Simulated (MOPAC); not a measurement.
Job for MOPAC: PM3 on PO, 2S+1 = 2, a spin state set in the input, which need not be the lowest, a point of a bond scan (R = 1.562 Å).

```
PM3 1SCF PRECISE CHARGE=0 UHF MS=0.5 THREADS=1
OP

O      0.00000000 1     0.00000000 1     0.00000000 1
P      0.00000000 1     0.00000000 1     1.56228600 1
```

Program output:

```
*******************************************************************************
 **                                                                           **
 **                              MOPAC v23.2.5                                **
 **                                                                           **
 *******************************************************************************
 ** MOPAC's Digital Object Identifier: https://doi.org/10.5281/zenodo.6511958 **
 **                                                                           **
 ** Please cite the open-source release paper for use of this MOPAC version:  **
 ** J. E. Moussa and J. J. P. Stewart (2026)                                  **
 ** MOPAC: An open-source semiempirical molecular orbital program             **
 ** J. Open Source Softw., 11(119), 8025, https://doi.org/10.21105/joss.08025 **
 *******************************************************************************

                              PM3 CALCULATION RESULTS

 *******************************************************************************
 *  PM3        - The PM3 Hamiltonian to be used
 *  UHF        - UNRESTRICTED HARTREE-FOCK CALCULATION
 *
 *
 *
 *                 CHARGE ON SYSTEM = 0
 *
 *
 *
 *  MS=        - IN MECI, MAGNETIC COMPONENT OF SPIN =  0.5
 *  PRECISE    - TIGHTER CRITERIA TO BE USED
 *  1SCF       - DO 1 SCF AND THEN STOP
 *  THREADS=1  - MULTI-THREADING NOT USED
 *  T=         - A TIME OF 172800.0 SECONDS REQUESTED
 *  DUMP=N     - RESTART FILE WRITTEN EVERY 7200.0 SECONDS REQUESTED
 *******************************************************************************
PM3 1SCF PRECISE CHARGE=0 UHF MS=0.5 THREADS=1
 OP

   ATOM   CHEMICAL          X               Y               Z
  NUMBER   SYMBOL      (ANGSTROMS)     (ANGSTROMS)     (ANGSTROMS)

     1       O          0.00000000  *   0.00000000  *   0.00000000  *
     2       P          0.00000000  *   0.00000000  *   1.56228600  *



          CARTESIAN COORDINATES

    NO.       ATOM           X           Y           Z

     1         O          0.0000      0.0000      0.0000
     2         P          0.0000      0.0000      1.5623

  O: (PM3): J. J. P. STEWART, J. COMP. CHEM. 10, 209 (1989).
  P: (PM3): J. J. P. STEWART, J. COMP. CHEM. 10, 209 (1989).

           Empirical Formula: O P  =     2 atoms



      MOLECULAR POINT GROUP   :   C*v


          UHF CALCULATION, NO. OF ALPHA ELECTRONS =    6
                           NO. OF BETA  ELECTRONS =    5

 -------------------------------------------------------------------------------
 PM3 1SCF PRECISE CHARGE=0 UHF MS=0.5 THREADS=1
 OP



     1SCF WAS SPECIFIED, SO BFGS WAS NOT USED
     SCF FIELD WAS ACHIEVED


                              PM3 CALCULATION
                                                       MOPAC v23.2.5 Linux




          FINAL HEAT OF FORMATION =        -15.20770 KCAL/MOL =     -63.62901 KJ/MOL


          COSMO AREA              =         66.20 SQUARE ANGSTROMS
          COSMO VOLUME            =         48.78 CUBIC ANGSTROMS

          IONIZATION POTENTIAL    =          7.808561 EV
          ALPHA SOMO LUMO (EV)    =         -7.809 -1.491
          BETA  SOMO LUMO (EV)    =        -11.700 -1.294
          NO. OF ALPHA ELECTRONS  =          6
          NO. OF BETA  ELECTRONS  =          5
          MOLECULAR WEIGHT        =         46.9732         POINT GROUP:  C*v

          MOLECULAR DIMENSIONS (Angstroms)

            Atom       Atom       Distance
            P     2    O     1     1.56229
            P     2    O     1     0.00000
            O     1    P     2     0.00000


          SCF CALCULATIONS        =          1





   ATOM   CHEMICAL          X               Y               Z
  NUMBER   SYMBOL      (ANGSTROMS)     (ANGSTROMS)     (ANGSTROMS)

     1       O          0.00000000  *   0.00000000  *   0.00000000  *
     2       P          0.00000000  *   0.00000000  *   1.56228600  *

                             CARTESIAN COORDINATES

   1    O        0.000000000     0.000000000     0.000000000
   2    P        0.000000000     0.000000000     1.562286000


           Empirical Formula: O P  =     2 atoms



      MOLECULAR POINT GROUP   :   C*v


          ALPHA EIGENVALUES
 -33.93860 -20.50769 -13.82115 -12.73409 -12.06314  -7.80856  -1.49118   1.96212


           BETA EIGENVALUES
 -33.78228 -19.66878 -12.60021 -12.23815 -11.69992  -1.29432  -0.90165   2.30293


              NET ATOMIC CHARGES AND DIPOLE CONTRIBUTIONS

  ATOM NO.   TYPE          CHARGE      No. of ELECS.   s-Pop       p-Pop
    1          O          -0.468727        6.4687     1.88972     4.57900
    2          P           0.468727        4.5313     1.90862     2.62265
 DIPOLE           X         Y         Z       TOTAL
 POINT-CHG.     0.000     0.000     3.517     3.517
 HYBRID        -0.000     0.000    -1.244     1.244
 SUM           -0.000     0.000     2.274     2.274


          ATOMIC ORBITAL ELECTRON POPULATIONS

     Atom    s        px        py        pz
    1  O   1.88972   1.73515   1.45294   1.39091
    2  P   1.90862   1.26485   0.54706   0.81074


                    (SZ)    =    0.500000
                    (S**2)  =    0.750416


          ATOMIC ORBITAL SPIN POPULATIONS

    Atom   Total    s     px     py     pz
         Atomic
    1  O  0.2616  0.001  0.265 -0.007  0.003
    2  P  0.7384  0.007  0.735  0.007 -0.011

 **********************
 *                    *
 * JOB ENDED NORMALLY *
 *                    *
 **********************




 == MOPAC DONE ==
```

The run finished.

Cost: about 0.03 core-seconds (a rough figure).
